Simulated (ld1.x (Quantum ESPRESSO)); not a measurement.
## Configuration tests for selenium (ultrasoft)

| Property | Result |
| --- | --- |
| Element | Se (Z = 34) |
| Generator | ld1.x (Quantum ESPRESSO) 7.5 |
| Type | ultrasoft |
| Functional | PBE |
| Relativity | fully relativistic |
| Frozen core | [Ar] |
| Valence charge | 16 |
| Reference configuration | 3d10 4s2 4p4 |
| Partial waves | 4s (bound): rcut 1.15, rcutus 1.30 bohr; 4s channel at 2.65 Ry: rcut 1.15, rcutus 1.30 bohr; 4p (bound): rcut 1.90, rcutus 2.10 bohr; 4p channel at 0.05 Ry: rcut 1.90, rcutus 2.10 bohr; 3d (bound): rcut 1.05, rcutus 1.14 bohr; 3d channel at -2.75 Ry: rcut 1.05, rcutus 1.14 bohr |
| Local potential | all-electron potential smoothed inside 2.00 bohr (lloc = -1) |
| Core correction | a·sin(br)/r model core inside 0.90 bohr |
| Augmentation charge | PSQ, radius 1.20 bohr |

Open shells are filled in proportion to 2j + 1 (rel_dist='average').

Energies are relative to the spin-unpolarised reference configuration 3d10 4s2 4p4; without spin polarisation the order of configurations can differ from experiment. Not all tests gave a result: test run stopped at test 5 of 7 (negative rho).

```json
{"valence configuration": "3d10 4s2 4p2", "charge": "+2", "ΔE all-electron (eV)": "31.202", "error AE − PS (meV)": "0.0"}
{"valence configuration": "3d10 4s2 4p1", "charge": "+3", "ΔE all-electron (eV)": "62.077", "error AE − PS (meV)": "-1.0"}
{"valence configuration": "3d10 4s0 4p6", "charge": "0", "ΔE all-electron (eV)": "21.949", "error AE − PS (meV)": "-5.3"}
```

**Question.** What are ΔE and the potential's error for 3d10 4s2 4p3?

**Answer.** ΔE = 10.849 eV all-electron; the error (AE − PS) is 0.0 meV.

Levels in the configuration 3d10 4s2 4p3:

```csv
level,all-electron (eV),pseudo (eV)
3d j=3/2,-64.124,-64.118
3d j=5/2,-63.229,-63.222
4s j=1/2,-26.852,-26.853
4p j=1/2,-15.704,-15.704
4p j=3/2,-15.261,-15.261
```

Note: ghost state, extra bound levels that the all-electron valence spectrum of the same l lacks: s at -63.3 eV. A true bound ghost makes a file unfit for plane-wave use.
